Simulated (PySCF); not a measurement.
CH5IO2Si, SMILES C[Si](O)(O)I. Coordinates come from a B3LYP-D3(BJ)/def2-SVP optimisation. The structure was generated by enumeration, and PubChem lists no compound with its InChIKey, so it may never have been made. The def2 effective core potentials stand for the cores of I; spin–orbit coupling is left out. One conformer was computed; it need not be the lowest.

**Question.** Give the equilibrium geometry at B3LYP-D3(BJ)/def2-SVP (PySCF confirms it by a frequency run) as Cartesian coordinates in Å. (The exact figures need the calculation; the answer reports its results.)

**Answer.** Several could match; the one computed here: 
```xyz
10

C      2.2558    -0.1324    -1.1812
Si     0.4586     0.3115    -1.1288
O     -0.4678    -0.4950    -2.2435
O      0.3451     1.9383    -1.3841
I     -0.4766    -0.2939     1.1109
H      2.8176     0.4528    -0.4379
H      2.6595     0.0885    -2.1826
H      2.3992    -1.2023    -0.9697
H     -1.0501    -1.1907    -1.9170
H     -0.5414     2.3122    -1.4611
```
Charge 0, spin multiplicity 1.
